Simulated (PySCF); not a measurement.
Method: PySCF with PBE-D3(BJ)/def2-TZVP // PBE0-D4/def2-SVP. Gas-phase values, no solvent. One relaxed conformer stands for a flexible species; it need not be the lowest. Excitations are Tamm–Dancoff values on a coarser integration grid. The basis has no diffuse functions, so Rydberg states are missing or too high.

Reference species (SMILES): `C[O][Sn]([O]C)([O]C)[O]C` (neutral, multiplicity 1).

| Item | Result |
|---|---|
| S1 oscillator strength | 0.000 |
| S1 excitation (TDA) | 3.80 eV |

Changed species: `C[O][Sn]([NH2])([NH2])[NH2]` (1 of 4 NH2 replaced by OCH3; the reference has 4 of 4 NH2 replaced by OCH3).

Question: What does the change do to the S1 oscillator strength and S1 excitation (TDA)?

Answer: the S1 oscillator strength rises by 0.013, to 0.013; the S1 excitation (TDA) goes up by 0.53 eV, to 4.33 eV.
